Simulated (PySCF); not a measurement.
## Multinuclear NMR of C$_{2}$H$_{7}$F$_{3}$OSi$_{2}$

Molfile (atoms numbered from 1):
```
C2H7F3OSi2
     RDKit          3D

 15 14  0  0  0  0  0  0  0  0999 V2000
    2.2327   -1.3862    0.0513 F   0  0  0  0  0  0  0  0  0  0  0  0
    2.0417   -0.0903   -0.2880 C   0  0  0  0  0  0  0  0  0  0  0  0
    2.0373   -0.0959   -1.6412 F   0  0  0  0  0  0  0  0  0  0  0  0
    3.1445    0.5590    0.0806 F   0  0  0  0  0  0  0  0  0  0  0  0
    0.9928    0.4561    0.2498 O   0  0  0  0  0  0  0  0  0  0  0  0
   -0.2933   -0.1964   -0.0892 C   0  0  0  0  0  0  0  0  0  0  0  0
   -0.9900   -0.7591    1.6027 Si  0  0  0  0  0  4  0  0  0  0  0  0
   -1.2451    1.0941   -1.1346 Si  0  0  0  0  0  4  0  0  0  0  0  0
   -0.0742   -1.0731   -0.7019 H   0  0  0  0  0  0  0  0  0  0  0  0
   -1.1382    0.4365    2.4272 H   0  0  0  0  0  0  0  0  0  0  0  0
   -2.2731   -1.4099    1.3395 H   0  0  0  0  0  0  0  0  0  0  0  0
   -0.0382   -1.6917    2.2032 H   0  0  0  0  0  0  0  0  0  0  0  0
   -1.3936    2.2902   -0.3109 H   0  0  0  0  0  0  0  0  0  0  0  0
   -2.5362    0.4939   -1.4697 H   0  0  0  0  0  0  0  0  0  0  0  0
   -0.4714    1.3809   -2.3407 H   0  0  0  0  0  0  0  0  0  0  0  0
  1  2  1  0
  2  3  1  0
  2  4  1  0
  2  5  1  0
  5  6  1  0
  6  7  1  0
  6  8  1  0
  6  9  1  0
  7 10  1  0
  7 11  1  0
  7 12  1  0
  8 13  1  0
  8 14  1  0
  8 15  1  0
M  END
```

[PySCF: GFN2-xTB geometry; NMR shieldings at PBE0/pcSseg-1/GIAO; relativity neglected; one averaged value for each set of equivalent atoms; isolated molecule; one computed conformer]

(1) What are the $^{19}$F shifts?

(2) Where does $^{29}$Si resonate?

(3) Where does $^{17}$O resonate?

## Answers

(1) 
```
   atoms                environment  σ (ppm)  δ (ppm)
F1/F3/F4  fluorine of an OCF3 group    246.3    -61.6
```

Shieldings were converted by a linear fit to measured shifts: $^{19}$F (scatter 6.0 ppm rms, 7.0 ppm with the 5 outliers that the fit left out vs CFCl3, solution or neat liquid, with a term for F on sp3 carbon). Occasional misses reach two or three times the rms, and more in compound classes unlike the fitted ones.

On a 300 MHz spectrometer $^{19}$F resonates near 282.3 MHz, so 1 ppm is 282.3 Hz.

(2) 
```csv
atoms,environment,σ (ppm),δ (ppm)
Si7/Si8,"silicon bonded to C, 3 H",417.6,-63.3
```

Shieldings were converted by a linear fit to measured shifts: $^{29}$Si: δ = 279.94 − 0.822σ (rms 8.9 ppm, 72 shifts, 25.8 ppm with the 6 outliers that the fit left out vs TMS, solution or neat liquid). A few per cent of atoms miss by over 2 rms, more outside the fitted compound classes.

On a 300 MHz spectrometer $^{29}$Si resonates near 59.6 MHz, so 1 ppm is 59.6 Hz.

(3) 
```json
{"atoms": "O5", "environment": "ether oxygen", "σ (ppm)": "246.4", "δ (ppm)": "42.2"}
```

Shieldings were converted by a linear fit to measured shifts: $^{17}$O (scatter 10.7 ppm rms, 12.2 ppm with the 3 outliers that the fit left out vs liquid water, solution or neat liquid). A few per cent of atoms miss by over 2 rms, more outside the fitted compound classes.

On a 400 MHz spectrometer $^{17}$O resonates near 54.2 MHz, so 1 ppm is 54.2 Hz.
